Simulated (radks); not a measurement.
Fractional charge and spin in the 4s shell of selenium: the spin-up occupation runs from 0 to 1 and the spin-down occupation from 0 to 1; the fullest corner is Se+, [Ar] 3d10 4p(up 1.5, down 1.5) 4s(up 1, down 1). Calculated with a radial shooting solver on a logarithmic mesh with Libxc functionals: non-relativistic Kohn-Sham, LDA (Slater exchange, Perdew-Wang correlation), spin-polarised, spherical densities, point nucleus. Energy (eV) minus the two flat planes that join the four corners (they meet along the diagonal where the two added fractions sum to one electron); zero is where a piecewise linear energy would lie.

down \ up       0     0.5       1
0           0.000  -1.487   0.000
0.5        -1.487   0.265  -1.370
1           0.000  -1.370   0.000

Corners above the fullest one (they belong to Se2+ and the next ion): (up 1, down 0) 31.852 eV, (up 0, down 1) 31.852 eV, (up 0, down 0) 76.201 eV. With half an added electron in each spin the energy lies 0.265 eV from the planes, and with half an added electron in spin up alone -1.487 eV. The planes are only a guide here: the flat-plane condition holds for ground states with one frontier orbital, while this shell lies below other occupied shells, so the corners above the fullest one are inner-hole states and not the ground states of those ions.
